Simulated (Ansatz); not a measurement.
# Energy on a grid of two coordinates

CdHSCl (SMILES [SH][Cd][Cl]), singlet, PBE0-D4/def2-TZVP minimum:

S1  (-1.649, 0.213, -0.479)
Cd2  (0.420, -0.459, 0.339)
Cl3  (2.434, -1.144, 1.154)
H4  (-1.150, 1.330, -1.035)
(Å)

Rows set the bond length S1–H4 (Å; 1.345 at the minimum), columns the angle H4–S1–Cd2 (°; 93.2), set in this order; the parts move rigidly, in a bend the first-named atom's side turns in the plane, and in a torsion the whole end group turns. CCSD(T) energies count from the value at that structure, in eV. Program: Ansatz 0.2.0. Basis: def2-TZVPP. Cores are frozen in the correlated methods. Filled d shells of the heavier atoms are correlated. Core potentials replace the inner electrons of the atoms past krypton.

```csv
S1–H4 \ H4–S1–Cd2,69.2,81.2,93.2,105.2,117.2
1.102,1.487,?,?,1.215,1.366
1.242,0.433,0.223,0.153,0.205,0.365
1.446,?,0.164,0.121,0.191,0.361
1.685,1.007,?,0.886,0.972,1.149
1.950,1.921,1.869,1.890,1.985,2.155
```

Question: Fill in the withheld cells. (An estimate is asked for; the value comes from the calculation.)

Answer: Computed: (1.102, 81.2): 1.259; (1.102, 93.2): 1.173; (1.446, 69.2): 0.334; (1.685, 81.2): 0.895 eV. These count from the CCSD(T) energy at the PBE0-D4 minimum.

The same grid for a cheaper method: PBE0-D4 − CCSD(T), both counted from the minimum, in eV:
| S1–H4 \ H4–S1–Cd2 | 69.2 | 81.2 | 93.2 | 105.2 | 117.2 |
| --- | --- | --- | --- | --- | --- |
| 1.102 | 0.041 | 0.033 | 0.031 | 0.033 | 0.036 |
| 1.242 | 0.026 | 0.015 | 0.011 | 0.011 | 0.014 |
| 1.446 | 0.016 | 0.002 | -0.006 | -0.008 | -0.007 |
| 1.685 | 0.037 | 0.022 | 0.011 | 0.006 | 0.006 |
| 1.950 | 0.108 | 0.098 | 0.088 | 0.086 | 0.089 |

T1 diagnostic: at most 0.017. The restricted Hartree–Fock reference is unstable towards an unrestricted one here.

For scale, one of the runs: CCSD(T)/def2-TZVPP, 154 basis functions (an equivalent command: `ansatz run in.yaml --threads 4`). Time: 19 s of wall clock on 4 CPU threads; the host was shared. Peak host memory: 0.87 GiB.
